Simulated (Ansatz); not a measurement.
All values below come from B3LYP-D3(BJ)/def2-TZVP (Ansatz, a first-principles code). No frequencies were computed at this level.

Ansatz 0.2 input:
```yaml
crystal:
  periodic: [false, false, false]
  atoms:
    - { symbol: C, position_ang: [1.252356, -0.578994, 0.247448] }
    - { symbol: C, position_ang: [0.292922, -0.080628, -0.507152] }
    - { symbol: C, position_ang: [-1.029849, 0.384101, 0.025614] }
    - { symbol: F, position_ang: [-1.300945, 1.647341, -0.400312] }
    - { symbol: F, position_ang: [-1.059505, 0.424827, 1.377671] }
    - { symbol: H, position_ang: [2.187329, -0.903363, -0.173931] }
    - { symbol: H, position_ang: [1.135641, -0.680464, 1.313488] }
    - { symbol: H, position_ang: [0.390107, 0.041308, -1.575888] }
    - { symbol: H, position_ang: [-1.868055, -0.254129, -0.306937] }
basis:
  gaussian: { orbitals: def2-tzvp }
hamiltonian:
  xc: b3lyp
  dispersion: d3bj
relax:
  max_steps: 150
```

Output:

```
Functional definition: B3LYP
1028 factors; their error is unknown
mean field evaluation 1: about -8606.9404 eV, gradient 5.4e1 eV
mean field evaluation 2: about -8605.1632 eV, gradient 6.0e1 eV
mean field evaluation 4: about -8612.9876 eV, gradient 4.1e0 eV
mean field evaluation 8: about -8613.0190 eV, gradient 6.6e-2 eV
mean field evaluation 16: about -8613.0182 eV, gradient 1.5e-4 eV
mean field -8613.01824725 eV, -316.5225824730 hartree, gradient 3.3e-5 eV, S^2 0.000000; 0 other end points of the search recorded, 0 dependent functions left out
reference -8613.01846738 eV, -316.5225905626 hartree; 20, 20 occupied and 159, 159 virtual orbitals, 1028 factors
relax step   1: F+E_penalty+E_count = -8613.25745530 eV  Δ(F+E_penalty+E_count) = +0.000e0 eV  max|allowed force component| = 5.486e-1 eV/Å  Δτ_max = 0.0000 Å  (28 SCF iters, accepted)
these checks for a lower state are left out or cut short: starts, cluster_reference, orbital_swaps, neighbouring_geometries, increment
1028 factors; their error is unknown
mean field -8613.03081118 eV, -316.5230441888 hartree, gradient 1.3e-5 eV, S^2 0.000000; 0 other end points of the search recorded, 0 dependent functions left out
reference -8613.03103109 eV, -316.5230522704 hartree; 20, 20 occupied and 159, 159 virtual orbitals, 1028 factors
relax step   2: F+E_penalty+E_count = -8613.27003403 eV  Δ(F+E_penalty+E_count) = -1.258e-2 eV  max|allowed force component| = 2.697e-1 eV/Å  Δτ_max = 0.0159 Å  (32 SCF iters, accepted)
these checks for a lower state are left out or cut short: starts, cluster_reference, orbital_swaps, neighbouring_geometries, increment
1028 factors; their error is unknown
mean field evaluation 32: about -8613.0337 eV, gradient 1.3e-5 eV
mean field -8613.03369177 eV, -316.5231500485 hartree, gradient 1.3e-5 eV, S^2 0.000000; 0 other end points of the search recorded, 0 dependent functions left out
reference -8613.03391098 eV, -316.5231581046 hartree; 20, 20 occupied and 159, 159 virtual orbitals, 1028 factors
relax step   3: F+E_penalty+E_count = -8613.27282463 eV  Δ(F+E_penalty+E_count) = -2.791e-3 eV  max|allowed force component| = 6.657e-2 eV/Å  Δτ_max = 0.0115 Å  (32 SCF iters, accepted)
these checks for a lower state are left out or cut short: starts, cluster_reference, orbital_swaps, neighbouring_geometries, increment
1028 factors; their error is unknown
mean field -8613.03307725 eV, -316.5231274654 hartree, gradient 1.3e-5 eV, S^2 0.000000; 0 other end points of the search recorded, 0 dependent functions left out
reference -8613.03329595 eV, -316.5231355025 hartree; 20, 20 occupied and 159, 159 virtual orbitals, 1028 factors
relax step   4: F+E_penalty+E_count = -8613.27236455 eV  Δ(F+E_penalty+E_count) = +4.601e-4 eV  max|allowed force component| = 1.479e-1 eV/Å  Δτ_max = 0.0291 Å  (31 SCF iters, rejected (line search))
these checks for a lower state are left out or cut short: starts, cluster_reference, orbital_swaps, neighbouring_geometries, increment
1028 factors; their error is unknown
mean field -8613.03386121 eV, -316.5231562754 hartree, gradient 1.2e-5 eV, S^2 0.000000; 0 other end points of the search recorded, 0 dependent functions left out
reference -8613.03408040 eV, -316.5231643304 hartree; 20, 20 occupied and 159, 159 virtual orbitals, 1028 factors
relax step   5: F+E_penalty+E_count = -8613.27298335 eV  Δ(F+E_penalty+E_count) = -1.587e-4 eV  max|allowed force component| = 7.782e-2 eV/Å  Δτ_max = 0.0141 Å  (31 SCF iters, accepted)
these checks for a lower state are left out or cut short: starts, cluster_reference, orbital_swaps, neighbouring_geometries, increment
1028 factors; their error is unknown
mean field -8613.03429861 eV, -316.5231723498 hartree, gradient 1.2e-5 eV, S^2 0.000000; 0 other end points of the search recorded, 0 dependent functions left out
reference -8613.03451768 eV, -316.5231804001 hartree; 20, 20 occupied and 159, 159 virtual orbitals, 1028 factors
relax step   6: F+E_penalty+E_count = -8613.27341054 eV  Δ(F+E_penalty+E_count) = -4.272e-4 eV  max|allowed force component| = 1.763e-2 eV/Å  Δτ_max = 0.0162 Å  (31 SCF iters, accepted)
these checks for a lower state are left out or cut short: starts, cluster_reference, orbital_swaps, neighbouring_geometries, increment
1028 factors; their error is unknown
mean field -8613.03426167 eV, -316.5231709920 hartree, gradient 1.4e-5 eV, S^2 0.000000; 0 other end points of the search recorded, 0 dependent functions left out
reference -8613.03448071 eV, -316.5231790415 hartree; 20, 20 occupied and 159, 159 virtual orbitals, 1028 factors
relax step   7: F+E_penalty+E_count = -8613.27342199 eV  Δ(F+E_penalty+E_count) = -1.145e-5 eV  max|allowed force component| = 1.488e-2 eV/Å  Δτ_max = 0.0030 Å  (32 SCF iters, accepted)
these checks for a lower state are left out or cut short: starts, cluster_reference, orbital_swaps, neighbouring_geometries, increment
1028 factors; their error is unknown
mean field evaluation 64: about -8613.0343 eV, gradient 2.8e-4 eV
mean field -8613.03431250 eV, -316.5231728599 hartree, gradient 1.4e-5 eV, S^2 0.000000; 0 other end points of the search recorded, 0 dependent functions left out
reference -8613.03453152 eV, -316.5231809088 hartree; 20, 20 occupied and 159, 159 virtual orbitals, 1028 factors
relax step   8: F+E_penalty+E_count = -8613.27344971 eV  Δ(F+E_penalty+E_count) = -2.772e-5 eV  max|allowed force component| = 4.360e-3 eV/Å  Δτ_max = 0.0023 Å  (32 SCF iters, accepted)
1028 factors; their error is unknown
mean field -8613.03431250 eV, -316.5231728599 hartree, gradient 1.4e-5 eV, S^2 0.000000; 1 other end points of the search recorded, 0 dependent functions left out
reference -8613.03453152 eV, -316.5231809088 hartree; 20, 20 occupied and 159, 159 virtual orbitals, 1028 factors
Total energy: -8613.27366874 eV, -316.5319690394 hartree
Atom 0 at     1.253472    -0.569231     0.250898 Å, force     0.002089    -0.000045     0.000417 eV/Å
Atom 1 at     0.282402    -0.082442    -0.504908 Å, force     0.000897    -0.001304     0.001272 eV/Å
Atom 2 at    -1.036199     0.378476     0.022896 Å, force    -0.002539     0.004360    -0.001714 eV/Å
Atom 3 at    -1.277012     1.666294    -0.394150 Å, force     0.000860    -0.001341    -0.000255 eV/Å
Atom 4 at    -1.064993     0.381732     1.387636 Å, force     0.000335    -0.001333     0.000130 eV/Å
Atom 5 at     2.190002    -0.892526    -0.183216 Å, force    -0.000325    -0.000535     0.000168 eV/Å
Atom 6 at     1.143430    -0.656505     1.323487 Å, force     0.000265     0.000267    -0.000437 eV/Å
Atom 7 at     0.386229     0.004146    -1.580614 Å, force    -0.001069     0.000935     0.000210 eV/Å
Atom 8 at    -1.877329    -0.229945    -0.322028 Å, force    -0.000513    -0.001003     0.000208 eV/Å
Dipole moment:     0.166118    -0.363796    -0.223075 e Å
```

Cost: roughly 50 core-seconds.
